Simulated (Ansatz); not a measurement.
Isolated molecules relaxed with PBE0-D4/def2-TZVP in Ansatz; ΔE leaves out vibrations. CCSD(T)/CBS is the MP2 limit (def2-TZVPP, def2-QZVPP) plus CCSD(T) − MP2 in def2-TZVPP, frozen cores. This one scheme is used for every species. DFT in def2-TZVPP. B3LYP here is the variant with VWN-RPA as its local correlation; programs differ in this. Each species was taken in one conformer, which may not be the lowest.

`BN([SiH3])[SiH2]F` + `B[SiH2]O` → `BO[SiH2]B` + `F[SiH2]N[SiH3]`  (ligand exchange at a B–N bond)

```csv
level,ΔE (kJ/mol),difference from CCSD(T)/CBS
B3LYP-D4,-26.2,-4.1
ωB97X-V,-25.0,-2.9
B2PLYP,-27.7,-5.6
PBE,-22.8,-0.7
r2SCAN,-24.0,-1.9
PBE0,-23.6,-1.5
SCS-MP2/def2-TZVPP,-24.0,-1.9
HF/def2-QZVPP,-38.5,-16.4
MP2/def2-QZVPP,-20.8,1.3
CCSD/CBS(def2),-24.4,-2.3
CCSD(T)/CBS,-22.1,0
```

Largest T1 diagnostic among the species: 0.013.

The D4 term adds +4.9 kJ/mol with B3LYP and +2.5 kJ/mol with PBE0; it sums over pairs of atoms, weighted by their polarisabilities, and B3LYP, whose exchange is more repulsive, gets the larger term. In def2-TZVPP, CCSD(T) changes the Hartree–Fock value by +15.7 kJ/mol (the triples alone add +2.3 kJ/mol) and MP2 by +17.3 kJ/mol.
